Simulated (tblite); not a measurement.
C₄H₈F₃O₂P.
SMILES with atom numbers: `[CH3:1][CH:2]([CH3:3])[P@:4](=[O:5])([OH:6])[C:7]([F:8])([F:9])[F:10]` (hydrogens: H11, H12, H13 on C1; H14 on C2; H15, H16, H17 on C3; H18 on O6)

Structure used (GFN2-xTB), in Å, numbered top down from 1:
```xyz
18
C4H8F3O2P angstrom
C     -1.936   -0.731   -0.223
C     -0.787    0.089    0.347
C     -0.898    1.565   -0.007
P      0.745   -0.567   -0.427
O      0.893   -0.522   -1.878
O      0.918   -2.032    0.190
C      2.184    0.318    0.441
F      2.393    1.559    0.003
F      2.040    0.392    1.770
F      3.298   -0.387    0.201
H     -1.939   -0.654   -1.309
H     -2.888   -0.365    0.156
H     -1.833   -1.779    0.050
H     -0.718   -0.049    1.429
H     -1.841    1.971    0.355
H     -0.086    2.141    0.435
H     -0.857    1.687   -1.088
H      1.305   -2.629   -0.458
```

All values are computed: GFN2-xTB (tblite) harmonic vibrations without scaling, gas phase. Errors from tens to a few hundred cm⁻¹ against measured bands are possible. One conformer, not necessarily the lowest.

Harmonic wavenumbers (cm⁻¹): 32.5, 48.8, 94.7, 127.8, 162.7, 178.4, 197.4, 217.2, 246.3, 255.8, 272.0, 306.0, 322.5, 383.9, 431.8, 472.0, 476.3, 512.1, 657.7, 697.2, 830.4, 880.0, 924.1, 943.1, 984.2, 1029.3, 1064.0, 1079.6, 1124.6, 1138.7, 1168.8, 1239.6, 1280.4, 1295.3, 1404.2, 1417.9, 1480.0, 1480.6, 1489.8, 1492.3, 2947.1, 3024.2, 3026.5, 3027.8, 3028.8, 3034.2, 3034.8, 3528.4.

A = 1651, B = 940.5, C = 812.0 MHz; mass 176.021 u (most abundant isotopes); point group C1, symmetry number 1.

Problem. What is the zero-point energy?

Solution. Half the sum of the wavenumbers: 27246 cm⁻¹ = 325.93 kJ/mol.

Problem. What is S at 298.15 K and 1 bar for an ideal gas of classical rigid rotors and harmonic oscillators?

Solution. Translation 173.34, rotation 125.20, vibration 165.91: S = 464.4 J/(mol K).

Problem. And Cp and H(298.15 K) − H(0)?

Solution. Cp = 189.83 J/(mol K), of which vibrations give 156.57 (their classical limit is 48 R = 399.1); H(298.15 K) − H(0) = 35.45 kJ/mol without the zero-point energy, 25.53 from vibrations.

Problem. What must be added to the electronic energy to get the Gibbs energy at 298.15 K and 1 bar?

Solution. ZPE + [H(298.15 K) − H(0)] − T·S = 325.93 + 35.45 − 138.48 = 222.90 kJ/mol.

Problem. Blend soft modes into free rotors: weight 1/[1 + (100 cm⁻¹/ν̃)⁴] for the oscillator and the rest for a rotor with moment μB/(μ + B), μ = h/(8π²ν), B = 10⁻⁴⁴ kg m². What vibrational entropy results?

Solution. 151.86 J/(mol K) in place of 165.91, which changes −T·S at 298.15 K by +4.19 kJ/mol.

Hindered rotation and anharmonicity are outside this model. Other conformers, if any are populated, would add a mixing term that is left out. The structure is chiral; the term R ln 2 for an equal mix with its mirror image is left out.
